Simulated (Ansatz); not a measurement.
Species: BN, charge 0, triplet. BN (SMILES [B]=[N], triplet).
B3LYP-D3(BJ)/def2-TZVP minimum from Ansatz (a quantum-chemistry and plane-wave program):
```
B
N 1 1.3180
```
Charge 0, spin multiplicity 3.

Total energies in hartree (Ansatz). UHF or UKS for unpaired electrons; spin-orbit terms are left out. Correlated methods leave the cores frozen. No relativity. For partners of very few electrons the exact lower level stands in for a higher one. The UHF reference of BN ([B]=[N], triplet) is spin-contaminated (<S^2> up to 0.05 over the pure value in the sets run).

```csv
species,HF/cc-pVTZ,CCSD(T)/cc-pVTZ,HF/cc-pVQZ,CCSD(T)/cc-pVQZ,CCSDT(Q)/cc-pVQZ
"1: BN (SMILES [B]=[N], triplet)",-79.01511,-79.26668,-79.02066,-79.28669,-79.28923
2: B (doublet),-24.53207,-24.59810,-24.53297,-24.60084,-24.60125
3: N (quartet),-54.40069,-54.51471,-54.40372,-54.52482,-54.52521
```

Task: Work out the atomisation energy (electronic, to ground-state atoms) in kJ/mol: take Hartree-Fock from cc-pVQZ, extrapolate the CCSD(T) correlation energy as X^-3 (X = 3, 4), and add CCSDT(Q) - CCSD(T) in cc-pVQZ. 1 hartree = 2625.5 kJ/mol.

Result: 
Species 1: correlation (64·(-0.26603) - 27·(-0.25157))/37 = -0.27658; step -0.00254; E1 = -79.02066 + (-0.27658) + (-0.00254) = -79.29978
Species 2: correlation (64·(-0.06787) - 27·(-0.06603))/37 = -0.06921; step -0.00041; E2 = -24.53297 + (-0.06921) + (-0.00041) = -24.60259
Species 3: correlation (64·(-0.12110) - 27·(-0.11402))/37 = -0.12627; step -0.00039; E3 = -54.40372 + (-0.12627) + (-0.00039) = -54.53038
-1·E1 +1·E2 +1·E3 = 0.16681 hartree = 438.0 kJ/mol.
